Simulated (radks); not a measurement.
Isoelectronic series with 10 electrons, each ion in its NIST ground configuration. All-electron calculation, Dirac Kohn-Sham, PBE, spin-unpolarised, spherical densities, finite nucleus; Fermi nuclear charge, rms radius of each element as measured or else 0.836 A^(1/3) + 0.57 fm. Program: a radial shooting solver on a logarithmic mesh with Libxc functionals. Total energies (hartree) and orbital eigenvalues (eV):

\begin{tabular}{lrrrrrr}
ion & configuration & E (hartree) & 2p3/2 & 2p1/2 & 2s1/2 & 1s1/2 \\ \hline
Ne & [Ne] & -129.01345 & -13.2983 & -13.4016 & -36.4036 & -830.7719 \\
Al3+ & [Ne] & -240.72130 & -103.9795 & -104.4267 & -142.6348 & -1546.665 \\
S6+ & [Ne] & -388.89446 & -257.7103 & -259.0063 & -312.8333 & -2512.609 \\
K9+ & [Ne] & -573.66437 & -473.2470 & -476.2456 & -545.9055 & -3728.509 \\
Ti12+ & [Ne] & -795.26103 & -750.3362 & -756.3368 & -842.0248 & -5195.835 \\
Mn15+ & [Ne] & -1053.97828 & -1088.933 & -1099.781 & -1201.710 & -6916.710 \\
Ni18+ & [Ne] & -1350.16822 & -1489.078 & -1507.271 & -1625.682 & -8893.771 \\
Ga21+ & [Ne] & -1684.24055 & -1950.858 & -1979.659 & -2114.826 & -11130.12 \\
Se24+ & [Ne] & -2056.66697 & -2474.396 & -2517.953 & -2670.191 & -13629.38 \\
Rb27+ & [Ne] & -2467.98313 & -3059.845 & -3123.320 & -3292.983 & -16395.64 \\
Zr30+ & [Ne] & -2918.79204 & -3707.382 & -3797.095 & -3984.579 & -19433.55 \\
\end{tabular}
